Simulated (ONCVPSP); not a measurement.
**Pseudopotentials across the periodic table**

Generated with ld1.x 7.5 (TM, RRKJ, ultrasoft, PAW), atompaw 4.2 or ONCVPSP 4.0.1. The cutoff is in Ry: for ld1.x and atompaw files where the sum of valence levels is converged to 10 mRy in a Bessel basis, for ONCV files where the hardest occupied wave has 1 mHa per electron of residual kinetic energy. The error is the largest all-electron minus pseudo excitation energy over each file’s own four to seven test configurations (ionisations up to +4, promotions, holes and added fractions of an electron), all of which were solved. The labels leave out finer settings (local radius, basis sizes, second energies), which also bear on the numbers. Spin-polarised tests are not counted. The rows are a selection from randomly drawn settings: files with unsolved tests, undetermined cutoffs or missed reference levels are left out.

A true bound ghost makes a file unfit for plane-wave use even where its test errors are small: the radial tests pick states by their node count and pass the ghost by.

| element | potential | cutoff (Ry) | largest error (meV) | bound ghosts |
| --- | --- | --- | --- | --- |
| N | ONCV, PBE, scalar-relativistic, rc 1.05/2.05/2.25 (spd), local s, core correction no, reference 2s2 2p2.5, qcut 6.3/4.9/4.6, projectors 0/2/2 | 83 | +2721 | none |
| Cl | ONCV, PBE, scalar-relativistic, rc 1.15/1.05 (sp), local p, core correction no, reference 3s2 3p4.5, qcut 6.7/8.3, projectors 2/0 | 133 | +11 | none |
| K | ONCV, LDA (Perdew-Zunger), scalar-relativistic, rc 1.75/1.35/1.35 (spd), local d, core correction yes, reference 3s2 3p6, qcut 9.1/6.5/7.5, projectors 1/2/0 | 42 | +63 | p |
| Ti | ONCV, PBE, scalar-relativistic, rc 1.55/1.60/2.35 (spd), local smoothed, core correction no, reference 3s2 3p6 3d2, qcut 10.3/10.8/7.2, projectors 2/2/2 | 60 | +272 | none |
| Co | ONCV, PBEsol, scalar-relativistic, rc 1.15/0.75/1.45 (spd), local smoothed, core correction yes, reference 3s2 3p6 3d7 4s2, qcut 11.3/9.1/12.8, projectors 2/1/2 | 245 | -75 | none |
| Mo | ONCV, PBE, scalar-relativistic, rc 1.55/2.25/2.65 (spd), local smoothed, core correction yes, reference 4s2 4p6 4d5 5s0.5 5p0.5, qcut 7.1/6.9/5.2, projectors 3/2/2 | 42 | +24 | none |
| Ba | ONCV, LDA (Perdew-Zunger), scalar-relativistic, rc 2.85/2.15/2.55 (spd), local smoothed, core correction yes, reference 5s2 5p6 6s2, qcut 4.1/4.1/4, projectors 2/2/1 | 35 | -6.5 | none |

Question: Fill in the row for Ni: ONCV, PBE, fully relativistic, rc 2.00/1.65/1.10 (spd), local smoothed, core correction no, reference 3d8 4s0.5, qcut 4/4.6/14.1, projectors 1/2/3.

Answer: cutoff 152 Ry, largest error +39 meV, bound ghosts: s, p1/2.

Question: Fill in the row for Hg: ONCV, PBEsol, scalar-relativistic, rc 1.40/1.70/1.40 (spd), local smoothed, core correction yes, reference 5s2 5p6 5d10 6s1, qcut 10.1/9/7, projectors 2/1/1.

Answer: cutoff 70 Ry, largest error +68 meV, bound ghosts: none.
